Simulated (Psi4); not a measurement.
H$_{5}$F$_{2}$GeNSi, singlet, geometry from GFN2-xTB; CAM-B3LYP/cc-pVQZ (Psi4).

Psi4 was given this input:
```
memory 2 GB

molecule mol {
0 1
  Si    1.417642    0.442649    0.292136
  F     2.609808   -0.458410    0.852105
  F     1.566858    0.389110   -1.292772
  N    -0.051024   -0.337046    0.683064
  Ge   -1.640319   -0.125756   -0.187851
  H     1.630364    1.807283    0.709542
  H    -0.089181   -0.768212    1.592225
  H    -2.581193   -1.099582    0.445789
  H    -1.412719   -0.410130   -1.632186
  H    -2.136900    1.280757   -0.009495
}

set basis cc-pvqz
set reference rks

energy('cam-b3lyp')
print_variables()
```

Task: What does Psi4 print? Leave out banner, timings and long lists.

Result: 
```
   => Loading Basis Set <=

    Name: CC-PVQZ
    Role: ORBITAL
    Keyword: BASIS

         ---------------------------------------------------------
                                   SCF
               by Justin Turney, Rob Parrish, Andy Simmonett
                          and Daniel G. A. Smith
                              RKS Reference
         ---------------------------------------------------------

  ==> Geometry <==

    Molecular point group: c1
    Full point group: C1

    Geometry (in Angstrom), charge = 0, multiplicity = 1:

       Center              X                  Y                   Z               Mass
    ------------   -----------------  -----------------  -----------------  -----------------
         SI           1.465353309248     0.456062401791     0.313562996095    27.976926534650
         F            2.657519309248    -0.444996598209     0.873531996095    18.998403162730
         F            1.614569309248     0.402523401791    -1.271345003905    18.998403162730
         N           -0.003312690752    -0.323632598209     0.704490996095    14.003074004430
         GE          -1.592607690752    -0.112342598209    -0.166424003905    73.921177761000
         H            1.678075309248     1.820696401791     0.730968996095     1.007825032230
         H           -0.041469690752    -0.754798598209     1.613651996095     1.007825032230
         H           -2.533481690752    -1.086168598209     0.467215996095     1.007825032230
         H           -1.365007690752    -0.396716598209    -1.610759003905     1.007825032230
         H           -2.089188690752     1.294170401791     0.011931996095     1.007825032230

  Running in c1 symmetry.

  Rotational constants: A =      0.21186  B =      0.03615  C =      0.03256 [cm^-1]
  Rotational constants: A =   6351.38316  B =   1083.67716  C =    976.20180 [MHz]
  Nuclear repulsion =  459.138751426010685

  Charge       = 0
  Multiplicity = 1
  Electrons    = 76
  Nalpha       = 38
  Nbeta        = 38

  ==> Algorithm <==

  SCF Algorithm Type is DF.
  DIIS enabled.
  MOM disabled.
  Fractional occupation disabled.
  Guess Type is SAD.
  Energy threshold   = 1.00e-06
  Density threshold  = 1.00e-06
  Integral threshold = 1.00e-12

  ==> Primary Basis <==

  Basis Set: CC-PVQZ
    Blend: CC-PVQZ
    Number of shells: 132
    Number of basis functions: 442
    Number of Cartesian functions: 543
    Spherical Harmonics?: true
    Max angular momentum: 4

  ==> DFT Potential <==

   => LibXC <=

    Version 7.1.2
    S. Lehtola, C. Steigemann, M. J. T. Oliveira, and M. A. L. Marques,  SoftwareX 7, 1–5 (2018) (10.1016/j.softx.2017.11.002)

   => Composite Functional: CAM-B3LYP <=

    CAM-B3LYP Hyb-GGA Exchange-Correlation Functional

    T. Yanai, D. P. Tew, and N. C. Handy,  Chem. Phys. Lett. 393, 51 (2004) (10.1016/j.cplett.2004.06.011)

    Deriv               =              1
    GGA                 =           TRUE
    Meta                =          FALSE

    Exchange Hybrid     =           TRUE
    MP2 Hybrid          =          FALSE

   => Exchange Functionals <=

    0.3500         Becke 88 [omega = 0.3300]
    0.4600   Short-range recipe for B88 functional - erf [omega = 0.3300]

   => Exact (HF) Exchange <=

    0.4600            HF,LR [omega = 0.3300]
    0.1900               HF

   => Correlation Functionals <=

    0.1900   Vosko, Wilk & Nusair (VWN5)
    0.8100   Lee, Yang & Parr

   => LibXC Density Thresholds  <==

    XC_HYB_GGA_XC_CAM_B3LYP:  1.00E-14

   => Molecular Quadrature <=

    Radial Scheme          =       TREUTLER
    Pruning Scheme         =           NONE
    Nuclear Scheme         =       TREUTLER

    Blocking Scheme        =         OCTREE
    BS radius alpha        =              1
    Pruning alpha          =              1
    Radial Points          =             75
    Spherical Points       =            302
    Total Points           =         216061
    Total Blocks           =           1645
[...]

  ==> DiskDFJK: Density-Fitted J/K Matrices <==

    J tasked:                  Yes
    K tasked:                  Yes
    wK tasked:                 Yes
    Omega:               3.300E-01
    Integrals threads:           1
    Algorithm:                Disk
    Integral Cache:           NONE
    Schwarz Cutoff:          1E-12
    Fitting Condition:       1E-10

   => Auxiliary Basis Set <=

  Basis Set: (CC-PVQZ AUX)
    Blend: CC-PVQZ-JKFIT
    Number of shells: 241
    Number of basis functions: 939
    Number of Cartesian functions: 1237
    Spherical Harmonics?: true
    Max angular momentum: 5

  Minimum eigenvalue in the overlap matrix is 8.7175814762E-05.
  Reciprocal condition number of the overlap matrix is 1.1088723772E-05.
    Using symmetric orthogonalization.

  ==> Pre-Iterations <==

  SCF Guess: Superposition of Atomic Densities via on-the-fly atomic UHF (no occupation information).

   -------------------------
    Irrep   Nso     Nmo
   -------------------------
     A        442     442
   -------------------------
    Total     442     442
   -------------------------

  ==> Iterations <==

                           Total Energy        Delta E     RMS |[F,P]|

   @DF-RKS iter SAD: -2620.70479798744782   -2.62070e+03   0.00000e+00
   @DF-RKS iter   1: -2622.75282968312831   -2.04803e+00   6.28172e-03 DIIS/ADIIS
   @DF-RKS iter   2: -2620.67365502275288    2.07917e+00   1.11489e-02 DIIS/ADIIS
   @DF-RKS iter   3: -2624.34868161734266   -3.67503e+00   4.94843e-04 DIIS/ADIIS
   @DF-RKS iter   4: -2624.35439566726336   -5.71405e-03   3.88766e-04 DIIS/ADIIS
   @DF-RKS iter   5: -2624.36258559682119   -8.18993e-03   2.32108e-05 DIIS
   @DF-RKS iter   6: -2624.36263339891548   -4.78021e-05   7.86037e-06 DIIS
   @DF-RKS iter   7: -2624.36263869913000   -5.30021e-06   2.71176e-06 DIIS
   @DF-RKS iter   8: -2624.36263921388263   -5.14753e-07   1.16195e-06 DIIS
   @DF-RKS iter   9: -2624.36263933232340   -1.18441e-07   1.61885e-07 DIIS
  Energy and wave function converged.

  ==> Post-Iterations <==

   Electrons on quadrature grid:
      Ntotal   =   76.0000227841 ; deviation = 2.278e-05

    Orbital Energies [Eh]
    ---------------------

    Doubly Occupied:

[...]
    Virtual:

[...]
    Final Occupation by Irrep:
              A
    DOCC [    38 ]
    NA   [    38 ]
    NB   [    38 ]

  @DF-RKS Final Energy: -2624.36263933232340

   => Energetics <=

    Nuclear Repulsion Energy =            459.1387514260106855
    One-Electron Energy =               -4568.1569720231264000
    Two-Electron Energy =                1584.4227517629337854
    DFT Exchange-Correlation Energy =     -99.7671704981412830
    Empirical Dispersion Energy =           0.0000000000000000
    VV10 Nonlocal Energy =                  0.0000000000000000
    Total Energy =                      -2624.3626393323233970

Computation Completed

Properties will be evaluated at   0.000000,   0.000000,   0.000000 [a0]

Properties computed using the SCF density matrix

 Multipole Moments:

 ------------------------------------------------------------------------------------
     Multipole            Electronic (a.u.)      Nuclear  (a.u.)        Total (a.u.)
 ------------------------------------------------------------------------------------

 L = 1.  Multiply by 2.5417464519 to convert [e a0] to [Debye]
 Dipole X            :         -7.7293686            6.8522159           -0.8771527
 Dipole Y            :         -1.7174815            1.9263992            0.2089176
 Dipole Z            :         -2.5331302            3.0773126            0.5441824
 Magnitude           :                                                    1.0531752

 ------------------------------------------------------------------------------------

  Variable Map:
  ----------------------------------------------------------------------------
[...]
  Array Variable Map:
  ----------------------------------------------------------------------------
[...]
[...]
```
